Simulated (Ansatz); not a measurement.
ZrHCl3, 5 atoms. Hardware: 4 threads of Arm Neoverse V2 on a shared host.

In the def2 sets Zr takes a core potential; there is no spin–orbit coupling. Correlated methods freeze 15 core orbitals; core or outer-core shells of Zr are correlated, in sets that lack core-valence functions.

(1) How many basis functions does each of these Ansatz runs have, and roughly what does it cost? HSE06-D4/def2-TZVP, charge 0 singlet, energy, from earlier orbitals; PBE0-D4/def2-TZVP, charge 1 doublet at the geometry of the charge 0 singlet, energy, from earlier orbitals; HF/def2-TZVP, charge 0 singlet, energy, from earlier orbitals; PBE0-D4/def2-TZVPD, charge -1 doublet at the geometry of the charge 0 singlet, energy, from earlier orbitals; PBE-D4/def2-TZVP, charge 1 doublet at the geometry of the charge 0 singlet, energy, from earlier orbitals; B2PLYP/def2-TZVP, charge 0 singlet, energy, from earlier orbitals; PBE0-D4/def2-SVP, charge 0 singlet, energy with a search over starts; r2SCAN-D4/def2-TZVP, charge 0 singlet, energy, from earlier orbitals; HF/STO-3G, charge 0 singlet, energy; PBE-D4/def2-TZVPD, charge 0 singlet, energy, from earlier orbitals; PBE0-D4/def2-SVP, charge -1 doublet at the geometry of the charge 0 singlet, energy with a search over starts; PBE0-D4/def2-SVP, charge 0 singlet, energy, from earlier orbitals.

Answers

(1) Other jobs shared the machine, so times can vary by a factor of up to 3. A dash marks memory too small to be measured apart from the calling script's.

```
                                                                                                          run  functions  fitting or Cholesky vectors  wall time  peak host memory (GiB)
                                                                          HF/STO-3G, charge 0 singlet, energy         55                          632     0.25 s                       –
                                                HF/def2-TZVP, charge 0 singlet, energy, from earlier orbitals        157                         1465      1.1 s                       –
                                            PBE0-D4/def2-SVP, charge 0 singlet, energy, from earlier orbitals         90                          857      1.2 s                       –
                                         PBE0-D4/def2-SVP, charge 0 singlet, energy with a search over starts         90                          857      1.6 s                       –
                                           PBE-D4/def2-TZVPD, charge 0 singlet, energy, from earlier orbitals        187                         1212      2.1 s                       –
                                          HSE06-D4/def2-TZVP, charge 0 singlet, energy, from earlier orbitals        157                         1247      2.1 s                       –
                                            B2PLYP/def2-TZVP, charge 0 singlet, energy, from earlier orbitals        157                         1061      3.3 s                       –
                                         r2SCAN-D4/def2-TZVP, charge 0 singlet, energy, from earlier orbitals        157                         1133      3.5 s                       –
   PBE0-D4/def2-TZVP, charge 1 doublet at the geometry of the charge 0 singlet, energy, from earlier orbitals        157                         1247      4.7 s                    0.55
    PBE-D4/def2-TZVP, charge 1 doublet at the geometry of the charge 0 singlet, energy, from earlier orbitals        157                         1133      5.5 s                       –
PBE0-D4/def2-SVP, charge -1 doublet at the geometry of the charge 0 singlet, energy with a search over starts         90                          857       13 s                       –
 PBE0-D4/def2-TZVPD, charge -1 doublet at the geometry of the charge 0 singlet, energy, from earlier orbitals        187                         1374       14 s                       1
```
